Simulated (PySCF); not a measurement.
PBE0 on Zr⁺ (zirconium, charge +1)

Configuration: [Kr] 4d2 5s1, high-spin 4F determinant. Calculation: PySCF 2.14, in aug-cc-pwCVTZ-DK with one added diffuse shell each of s, p, d, f, g type (12s11p9d5f4g, 161 functions); the spin-free X2C one-electron Hamiltonian (Gaussian nucleus).

```
Total energy                        : -3597.61 hartree
One-electron energy                 : -4955.75 hartree
Hartree (Coulomb) energy            : 1472.75 hartree
Exchange-correlation energy         : -114.61 hartree
⟨S²⟩                                : 3.7516
⟨L²⟩                                : 12.021
Sum of ⟨r⟩                          : 27.71 bohr
Sum of ⟨r²⟩                         : 44.60 bohr²
Langevin diamagnetic susceptibility : -35.3 ×10⁻⁶ cm³/mol
Time after the integrals            : 6 s of wall time on 2 threads of Neoverse-V1 (shared host)
```

| shell | electrons | mean orbital energy (eV) | spread (eV) | rms radius, mean of both spins (bohr) |
| --- | --- | --- | --- | --- |
| 1s α | 1 | -17880.4 | 0 | 0.0426 |
| 1s β | 1 | -17880.4 | 0 | 0.0426 |
| 2s α | 1 | -2502.1 | 0 | 0.176 |
| 2s β | 1 | -2501.9 | 0 | 0.176 |
| 2p α | 3 | -2231.2 | 0 | 0.157 |
| 2p β | 3 | -2231.1 | 0 | 0.157 |
| 3s α | 1 | -423.66 | 0 | 0.490 |
| 3s β | 1 | -423.51 | 0 | 0.490 |
| 3p α | 3 | -334.58 | 0 | 0.498 |
| 3p β | 3 | -334.43 | 0 | 0.498 |
| 3d α | 5 | -188.18 | 0.176 | 0.497 |
| 3d β | 5 | -187.94 | 0.167 | 0.497 |
| 4s α | 1 | -65.294 | 0 | 1.29 |
| 4s β | 1 | -63.965 | 0 | 1.29 |
| 4p α | 3 | -42.058 | 0 | 1.47 |
| 4p β | 3 | -40.434 | 0 | 1.47 |
| 4d α | 2 | -12.222 | 0 | 2.31 |
| 5s α | 1 | -11.041 | 0 | 3.61 |

Densities and radii are taken from the X2C orbitals without a picture-change correction, which distorts them close to the nucleus.
